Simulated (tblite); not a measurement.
**Question.** What does the GFN2-xTB structure of `CC[C@@](F)(C(=O)Cl)[C@H](C)F` look like in three dimensions?

**Answer.** 
```
atom  x, y, z in Å
C1     2.5325    0.1960   -0.0261
C2     1.2743   -0.4588   -0.5828
C3     0.0112   -0.0147    0.1741
F4     0.1276   -0.3907    1.4934
C5    -0.1369    1.4932    0.0674
O6    -0.3767    2.0722   -0.9431
Cl7    0.0861    2.3453    1.5705
C8    -1.2667   -0.6530   -0.4234
C9    -2.4840   -0.4494    0.4616
F10   -1.0499   -2.0016   -0.5999
H11    2.5192    1.2708   -0.1938
H12    2.6145    0.0100    1.0421
H13    3.4089   -0.2170   -0.5183
H14    1.3453   -1.5439   -0.4882
H15    1.1440   -0.2058   -1.6355
H16   -1.4192   -0.2350   -1.4264
H17   -3.3309   -0.9834    0.0389
H18   -2.7216    0.6088    0.5222
H19   -2.2875   -0.8335    1.4597
```

Orientation and origin are arbitrary. Atoms count from 1 in this order. The C–C distances run from 1.519 Å (C8–C9, drawn single) to 1.548 Å (C3–C8, drawn single), a spread of 0.029 Å. Of the pairs four or more bonds apart, F10···H14 is among the closest relative to their van der Waals radii: 2.44 Å, 91 % of the sum of Bondi's values.

Bonds between heavy atoms (Å): C1–C2 1.524, C2–C3 1.538, C3–F4 1.377, C3–C5 1.519, C5=O6 1.189, C5–Cl7 1.742, C3–C8 1.548, C8–C9 1.519, C8–F10 1.377.

The geometry is computed with GFN2-xTB (gas phase).

Point group: C1 (no symmetry element, even within 0.4 Å). Its GFN2-xTB frequencies are all real (lowest 34 cm⁻¹). One conformer, not necessarily the lowest (C1–C2–C3–F4 -61°, C2–C3–C5–O6 67°, C2–C3–C8–C9 169°). 3 starts were optimised and ended at 0.00, 0.00 and 0.22 kcal/mol (GFN2-xTB); the lowest of these is shown.
